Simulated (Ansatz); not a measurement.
The cluster Ir4. The state is a triplet with charge 0. Geometry r2SCAN-D4/def2-SVP; atoms count from 1.

```
atom   x (Å)   y (Å)   z (Å)
 Ir1   0.966   0.632  -0.645
 Ir2   1.182  -0.801   1.291
 Ir3  -1.399   1.195  -0.561
 Ir4  -0.748  -1.026  -0.086
```

In the def2 sets Ir takes a core potential; there is no spin–orbit coupling. The charge 0 triplet is spin-contaminated (final ⟨S²⟩ up to 2.82, 2.00 for a pure state). The geometry of the triplet was relaxed on an unsound state (⟨S²⟩ 2.84, where a pure state has 2.00). At PBE0-D4/def2-TZVP a quintet of charge 0 lies 0.14 eV below the triplet, each at its own geometry. That quintet is doubtful there (⟨S²⟩ 6.42, where a pure state has 6.00). The structure comes from a short search, and lower isomers may exist.

(1) Estimate the Mulliken populations from the PBE0/def2-TZVP orbitals of Ansatz.

(2) Where does the spin sit?

(3) And the Mayer bond orders between bonded heavy atoms (over 0.3)?

Results:

(1) 
```json
{"atom": "Ir1", "charge (e)": "0.07", "spin (α − β)": "-0.05", "d electrons": "7.84"}
{"atom": "Ir2", "charge (e)": "-0.07", "spin (α − β)": "1.12", "d electrons": "7.83"}
{"atom": "Ir3", "charge (e)": "-0.10", "spin (α − β)": "0.65", "d electrons": "7.86"}
{"atom": "Ir4", "charge (e)": "0.10", "spin (α − β)": "0.28", "d electrons": "7.79"}
```
Mulliken values and Mayer orders depend strongly on the basis.

(2) Summed by element: Ir 2.00, of 2 unpaired in all. Largest on single atoms: Ir2 1.12, Ir3 0.65, Ir4 0.28.

(3) Ir1–Ir2 1.25 (2.42 Å); Ir1–Ir3 1.19 (2.43 Å); Ir1–Ir4 1.06 (2.45 Å); Ir2–Ir4 1.36 (2.38 Å); Ir3–Ir4 1.47 (2.36 Å). Values over 0.3 also appear between atoms too far apart for a bond (Ir2–Ir3 0.36 at 3.75 Å); they arise where an orbital or an unpaired electron spreads over both atoms.
